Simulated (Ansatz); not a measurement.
ClFGeH₄OSi (`[OH][GeH]([F])[SiH2]Cl`) at its PBE0-D4/def2-TZVP geometry, where that method's forces vanish. Total charge 0; spin multiplicity 1.

```
atom   x (Å)   y (Å)   z (Å)
  O1  -0.951   0.148  -1.868
 Ge2   0.545  -0.060  -0.954
  F3   1.439   1.435  -1.060
 Si4   0.035  -0.328   1.371
 Cl5  -1.678   0.778   1.676
  H6  -1.600   0.680  -1.399
  H7   1.360  -1.109  -1.718
  H8  -0.258  -1.742   1.706
  H9   1.108   0.198   2.247
```

(1) For each bond, give half the difference of the two atoms' forces along it (eV/Å; positive pushes the atoms apart) under PBE-D4, r2SCAN-D4, B3LYP-D4, ωB97M-V in def2-TZVPP. (Best estimate.)

Results:

(1) Ansatz gave: 
| bond | length (Å) | PBE-D4 | r2SCAN-D4 | B3LYP-D4 | ωB97M-V |
| --- | --- | --- | --- | --- | --- |
| O1–Ge2 | 1.765 | 0.40 | 0.11 | 0.25 | 0.11 |
| O1–H6 | 0.962 | 0.37 | 0.04 | -0.04 | -0.06 |
| Ge2–F3 | 1.745 | 0.53 | 0.06 | 0.28 | 0.12 |
| Ge2–Si4 | 2.396 | -0.23 | -0.06 | 0.00 | -0.05 |
| Ge2–H7 | 1.533 | 0.01 | -0.05 | -0.11 | -0.13 |
| Si4–Cl5 | 2.062 | 0.20 | 0.06 | 0.23 | 0.12 |
| Si4–H8 | 1.483 | 0.08 | -0.01 | -0.12 | -0.13 |
| Si4–H9 | 1.481 | 0.08 | -0.02 | -0.13 | -0.14 |

B3LYP here is the variant with VWN-RPA as its local correlation; programs differ in this.
